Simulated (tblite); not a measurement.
Compound: C3H6B2F2N2.
Bonds: N1–C2 (triple), C2–C3, C3–B4, B4–N5, B4–C6, C6–B7, B7–F8, B7–F9. Hydrogens: H10, H11 on C3; H12, H13 on N5; H14, H15 on C6.

Computed with GFN2-xTB (tblite), gas phase: L-BFGS steps from a force-field or distance-geometry start until the largest atomic force falls under 0.01 eV/Å.

Step 87: E = -744.2434 eV
```
atom  x, y, z in Å  |  force x, y, z in eV/Å
N1     -1.7730    2.5167   -1.1891   -0.017  -0.122   0.038
C2     -1.6032    1.3893   -1.0784    0.030   0.133  -0.026
C3     -1.3611   -0.0170   -0.9232   -0.048   0.035  -0.016
B4     -0.3711   -0.2775    0.3160    0.005   0.001  -0.023
N5     -0.7041    0.2100    1.5609   -0.008   0.017  -0.034
C6      0.9982   -1.0836    0.1135    0.001   0.002   0.023
B7      2.1783   -0.0824   -0.1322   -0.002  -0.007  -0.024
F8      2.6956    0.6696    0.8247   -0.013  -0.026   0.011
F9      2.7362    0.1086   -1.3122    0.003   0.029  -0.023
H10    -2.3295   -0.4957   -0.7502    0.021  -0.020  -0.004
H11    -0.9685   -0.3902   -1.8718    0.017  -0.016   0.051
H12    -0.1076    0.1228    2.3670    0.004   0.001  -0.001
H13    -1.5210    0.7703    1.7449    0.010  -0.007  -0.018
H14     1.1994   -1.6470    1.0231    0.007  -0.031   0.025
H15     0.9267   -1.7858   -0.7149   -0.009   0.010   0.020
```

Step 88: E = -744.2441 eV
```
atom  x, y, z in Å  |  force x, y, z in eV/Å
N1     -1.8188    2.5185   -1.1536   -0.017  -0.192   0.048
C2     -1.6298    1.3922   -1.0596    0.036   0.149  -0.040
C3     -1.3529   -0.0112   -0.9279   -0.058   0.034  -0.028
B4     -0.3680   -0.2715    0.3160    0.015  -0.001  -0.016
N5     -0.7042    0.2206    1.5584   -0.017   0.020  -0.042
C6      0.9973   -1.0857    0.1179    0.000  -0.002   0.006
B7      2.1851   -0.0960   -0.1374    0.010  -0.001  -0.040
F8      2.6935    0.6740    0.8094    0.002  -0.017   0.007
F9      2.7598    0.0653   -1.3154   -0.024   0.023   0.027
H10    -2.3088   -0.5233   -0.7741    0.052   0.014  -0.013
H11    -0.9383   -0.3569   -1.8790   -0.006   0.002   0.078
H12    -0.1155    0.1351    2.3704    0.006  -0.004  -0.013
H13    -1.5210    0.7843    1.7321    0.009  -0.002  -0.006
H14     1.1957   -1.6479    1.0296    0.006  -0.014   0.008
H15     0.9214   -1.7894   -0.7086   -0.016  -0.009   0.024
```

Step 89: E = -744.2443 eV
```
atom  x, y, z in Å  |  force x, y, z in eV/Å
N1     -1.8320    2.5166   -1.1439   -0.039  -0.063   0.035
C2     -1.6365    1.3919   -1.0550    0.035   0.126  -0.029
C3     -1.3507   -0.0067   -0.9277    0.046  -0.030   0.045
B4     -0.3656   -0.2697    0.3163    0.039  -0.004   0.016
N5     -0.7036    0.2247    1.5569   -0.026   0.022  -0.038
C6      0.9984   -1.0878    0.1214   -0.021  -0.019  -0.021
B7      2.1866   -0.1011   -0.1412   -0.049  -0.041   0.020
F8      2.6931    0.6692    0.8033    0.054   0.053   0.086
F9      2.7607    0.0598   -1.3168    0.001   0.019  -0.064
H10    -2.2974   -0.5297   -0.7794   -0.054  -0.024   0.009
H11    -0.9295   -0.3476   -1.8737    0.034  -0.020  -0.033
H12    -0.1226    0.1425    2.3750    0.006  -0.010  -0.033
H13    -1.5223    0.7885    1.7199    0.000   0.013   0.016
H14     1.1965   -1.6557    1.0311    0.000   0.026  -0.022
H15     0.9205   -1.7869   -0.7081   -0.027  -0.049   0.013
```

Step 90: E = -744.2453 eV
```
atom  x, y, z in Å  |  force x, y, z in eV/Å
N1     -1.8750    2.5180   -1.1272    0.009  -0.238   0.051
C2     -1.6548    1.3959   -1.0459   -0.010   0.203  -0.033
C3     -1.3455   -0.0011   -0.9302    0.011   0.003  -0.013
B4     -0.3632   -0.2646    0.3159    0.018   0.008   0.003
N5     -0.7065    0.2293    1.5551   -0.015   0.024  -0.022
C6      0.9984   -1.0863    0.1243    0.002  -0.007  -0.022
B7      2.1962   -0.1108   -0.1428   -0.020  -0.026  -0.026
F8      2.7078    0.6667    0.7939    0.029   0.023   0.054
F9      2.7783    0.0287   -1.3195   -0.030   0.016   0.004
H10    -2.2860   -0.5436   -0.7938    0.019   0.023  -0.007
H11    -0.9115   -0.3233   -1.8793    0.002  -0.006   0.024
H12    -0.1293    0.1448    2.3757    0.006  -0.009  -0.030
H13    -1.5247    0.7946    1.7158    0.001   0.009   0.010
H14     1.1940   -1.6495    1.0368    0.003   0.014  -0.007
H15     0.9173   -1.7907   -0.7007   -0.025  -0.038   0.015
```

**Question.** Estimate the geometry and energy of step 91. (The exact step hangs on the optimiser's Hessian estimate; all steps are aligned on step 90, rigid shifts and turns removed.)

**Answer.** E = -744.2458 eV, largest force 0.054 eV/Å
```
atom  x, y, z in Å  |  force x, y, z in eV/Å
N1     -1.8752    2.5160   -1.1317   -0.023  -0.032   0.037
C2     -1.6530    1.3962   -1.0475    0.009   0.003  -0.016
C3     -1.3462   -0.0013   -0.9295    0.006   0.000  -0.032
B4     -0.3637   -0.2643    0.3157    0.000   0.016  -0.010
N5     -0.7074    0.2288    1.5547   -0.001   0.014  -0.012
C6      0.9980   -1.0847    0.1232    0.012  -0.004  -0.007
B7      2.1970   -0.1099   -0.1418    0.007  -0.005  -0.030
F8      2.7146    0.6638    0.7969   -0.002  -0.016   0.010
F9      2.7767    0.0311   -1.3201   -0.036   0.020   0.029
H10    -2.2884   -0.5420   -0.7932    0.034   0.031  -0.008
H11    -0.9126   -0.3236   -1.8792   -0.002  -0.013   0.031
H12    -0.1279    0.1427    2.3732    0.013  -0.007  -0.011
H13    -1.5258    0.7920    1.7202   -0.009   0.015   0.000
H14     1.1940   -1.6453    1.0369    0.003   0.000   0.003
H15     0.9154   -1.7914   -0.6999   -0.014  -0.023   0.017
```

The energy changes by -0.0005 eV. The first-order estimate −F·Δx gives -0.0009 eV and the mean of the old and new forces, exact on a quadratic surface, -0.0005 eV. The step makes an angle of 79° with the force vector and moves no atom by more than 0.008 Å.

What follows is the cost of the whole relaxation. On one thread of an Arm Neoverse N1, shared host with 64 logical CPUs at a one-minute load of 62, this took 1.6 s wall.
